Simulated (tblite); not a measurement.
Record of a relaxation.

Species: B2Cl2H6N2.
SMILES with atom numbers: `[NH2:1][B@H-:2]([NH3+:3])[B:4]([Cl:5])[Cl:6]` (hydrogens: H7, H8 on N1; H9 on B2; H10, H11, H12 on N3)

Computed with GFN2-xTB (tblite), gas phase: L-BFGS steps from a force-field or distance-geometry start until the largest atomic force falls under 0.01 eV/Å. 8 of its 119 geometries are shown.

Step 0: E = -557.7742 eV, largest atomic force 2.662 eV/Å
```
atom  x, y, z in Å  |  force x, y, z in eV/Å
N1     -0.882    1.311   -0.295    0.081   0.931   0.993
B2      0.069    0.129   -0.468    1.593   1.074  -0.270
N3     -0.700   -1.202   -0.355   -2.061  -1.675  -0.182
B4      1.294    0.185    0.693    1.097  -0.223   1.007
Cl5     3.055    0.314    0.184   -1.385   0.038   0.873
Cl6     0.879    0.082    2.495    0.648   0.149  -1.217
H7     -1.280    1.306    0.672    0.408   0.264  -1.010
H8     -0.336    2.203   -0.395   -0.956  -1.155   0.148
H9      0.585    0.187   -1.535   -0.292  -0.069  -0.484
H10    -0.066   -2.008   -0.496   -0.528   0.615   0.150
H11    -1.446   -1.223   -1.104    0.852  -0.017   0.993
H12    -1.173   -1.284    0.578    0.543   0.066  -1.001
```

Step 17: E = -558.3556 eV, largest atomic force 0.251 eV/Å
```
atom  x, y, z in Å  |  force x, y, z in eV/Å
N1     -0.849    1.223   -0.238    0.022   0.143   0.049
B2      0.201    0.160   -0.486   -0.230  -0.047  -0.088
N3     -0.759   -1.215   -0.382    0.008  -0.143   0.025
B4      1.412    0.148    0.726    0.101  -0.091   0.045
Cl5     3.116    0.429    0.469   -0.227   0.031   0.004
Cl6     0.986    0.039    2.425   -0.012  -0.033  -0.017
H7     -1.125    1.327    0.729    0.068   0.043   0.078
H8     -0.605    2.139   -0.581   -0.058  -0.014  -0.074
H9      0.534    0.196   -1.619    0.165   0.013  -0.121
H10    -0.227   -2.059   -0.538    0.126  -0.118   0.027
H11    -1.504   -1.158   -1.069    0.003   0.196  -0.066
H12    -1.180   -1.229    0.539    0.035   0.020   0.138
```

Step 34: E = -558.4271 eV, largest atomic force 0.137 eV/Å
```
atom  x, y, z in Å  |  force x, y, z in eV/Å
N1     -0.759    1.241   -0.175   -0.051  -0.074   0.029
B2      0.223    0.162   -0.495   -0.029  -0.033  -0.002
N3     -0.763   -1.244   -0.383   -0.044   0.048   0.007
B4      1.378    0.110    0.752    0.041  -0.065  -0.009
Cl5     3.012    0.629    0.576    0.095   0.065   0.018
Cl6     0.931   -0.223    2.428   -0.031  -0.039  -0.128
H7     -0.783    1.588    0.771   -0.015   0.037  -0.034
H8     -0.864    2.004   -0.818    0.007   0.067  -0.057
H9      0.552    0.172   -1.637    0.066   0.018   0.071
H10    -0.294   -2.112   -0.619    0.017   0.084   0.089
H11    -1.548   -1.089   -1.005   -0.048   0.017   0.021
H12    -1.082   -1.238    0.579   -0.008  -0.124  -0.006
```

Step 51: E = -558.4661 eV, largest atomic force 0.126 eV/Å
```
atom  x, y, z in Å  |  force x, y, z in eV/Å
N1     -0.742    1.298   -0.228    0.023  -0.112   0.052
B2      0.218    0.183   -0.490   -0.030   0.034  -0.031
N3     -0.774   -1.215   -0.313   -0.006  -0.032   0.003
B4      1.379    0.098    0.751   -0.050  -0.093   0.058
Cl5     2.932    0.834    0.751    0.063   0.060  -0.002
Cl6     0.952   -0.642    2.300    0.016   0.003  -0.093
H7     -0.654    1.801    0.641   -0.051   0.002  -0.027
H8     -0.946    1.946   -0.968    0.039   0.034  -0.059
H9      0.544    0.105   -1.636    0.030   0.042   0.096
H10    -0.289   -2.041   -0.644   -0.045   0.004  -0.062
H11    -1.609   -1.031   -0.858   -0.001  -0.059   0.059
H12    -1.009   -1.337    0.668    0.012   0.116   0.006
```

Step 67: E = -558.4915 eV, largest atomic force 0.065 eV/Å
```
atom  x, y, z in Å  |  force x, y, z in eV/Å
N1     -0.767    1.316   -0.311    0.045  -0.047   0.005
B2      0.217    0.202   -0.482    0.000  -0.054   0.025
N3     -0.781   -1.181   -0.266   -0.041  -0.028   0.029
B4      1.375    0.079    0.770    0.009   0.024  -0.033
Cl5     2.833    0.986    0.907   -0.006   0.020  -0.002
Cl6     1.085   -0.989    2.142    0.012   0.005   0.009
H7     -0.714    1.870    0.528   -0.015   0.008  -0.010
H8     -0.906    1.925   -1.099    0.000   0.046  -0.014
H9      0.598    0.093   -1.607   -0.016   0.001   0.052
H10    -0.366   -2.017   -0.659   -0.018   0.015  -0.033
H11    -1.680   -0.982   -0.688    0.011   0.020  -0.037
H12    -0.891   -1.301    0.738    0.018  -0.010   0.009
```

Step 84: E = -558.4982 eV, largest atomic force 0.044 eV/Å
```
atom  x, y, z in Å  |  force x, y, z in eV/Å
N1     -0.757    1.309   -0.343   -0.008   0.010   0.032
B2      0.219    0.177   -0.462    0.002   0.015  -0.011
N3     -0.802   -1.183   -0.253   -0.019  -0.004   0.032
B4      1.377    0.083    0.786   -0.004   0.009  -0.006
Cl5     2.760    1.101    0.941   -0.004  -0.002   0.008
Cl6     1.188   -1.055    2.118   -0.008   0.006  -0.005
H7     -0.741    1.862    0.500    0.008  -0.019  -0.034
H8     -0.833    1.928   -1.133    0.009   0.000   0.014
H9      0.618    0.053   -1.577    0.008  -0.016   0.001
H10    -0.445   -2.007   -0.722   -0.031   0.031  -0.001
H11    -1.704   -0.904   -0.625    0.009  -0.024  -0.017
H12    -0.880   -1.364    0.745    0.038  -0.005  -0.013
```

Step 101: E = -558.5009 eV, largest atomic force 0.055 eV/Å
```
atom  x, y, z in Å  |  force x, y, z in eV/Å
N1     -0.748    1.313   -0.371   -0.010  -0.010   0.001
B2      0.218    0.170   -0.467    0.020  -0.015  -0.016
N3     -0.806   -1.185   -0.239   -0.010  -0.021  -0.004
B4      1.365    0.093    0.792    0.012  -0.007  -0.014
Cl5     2.692    1.168    1.022   -0.001   0.005  -0.013
Cl6     1.202   -1.101    2.075   -0.002  -0.021   0.047
H7     -0.711    1.881    0.460   -0.017   0.009   0.010
H8     -0.798    1.922   -1.170   -0.016   0.009  -0.006
H9      0.624    0.027   -1.578    0.015  -0.011  -0.002
H10    -0.522   -1.985   -0.794   -0.013   0.053  -0.004
H11    -1.734   -0.870   -0.504    0.024  -0.006   0.016
H12    -0.779   -1.433    0.747   -0.002   0.015  -0.015
```

Step 118: E = -558.5044 eV, largest atomic force 0.009 eV/Å
```
atom  x, y, z in Å  |  force x, y, z in eV/Å
N1     -0.745    1.297   -0.395   -0.007   0.006  -0.002
B2      0.229    0.152   -0.478   -0.004  -0.001   0.003
N3     -0.800   -1.190   -0.242   -0.002  -0.004   0.000
B4      1.357    0.102    0.800   -0.001  -0.001   0.004
Cl5     2.687    1.176    1.015    0.001  -0.007   0.002
Cl6     1.150   -1.038    2.131    0.007   0.003   0.001
H7     -0.744    1.842    0.453    0.001   0.003  -0.007
H8     -0.757    1.931   -1.177   -0.001  -0.009   0.001
H9      0.649    0.010   -1.583   -0.001   0.001   0.004
H10    -0.617   -1.944   -0.893    0.000   0.008   0.002
H11    -1.737   -0.823   -0.371    0.008   0.002   0.001
H12    -0.672   -1.517    0.715    0.001   0.001  -0.009
```

Task: Summarise the path.

Result: The energy falls by 0.7302 eV from step 0 to step 118; nine tenths of that is first reached at step 36. It rises by more than 0.2 meV at step 33. The largest force goes from 2.662 to 0.009 eV/Å. Among the bonds B2–N3 changes most, from 1.540 to 1.708 Å; the atoms move by 0.720 Å rms after alignment.

What follows is the cost of the whole relaxation. Hardware: one thread of an Arm Neoverse V2, no GPU, shared host with 192 logical CPUs at a one-minute load of 25. Cost: 0.56 s.
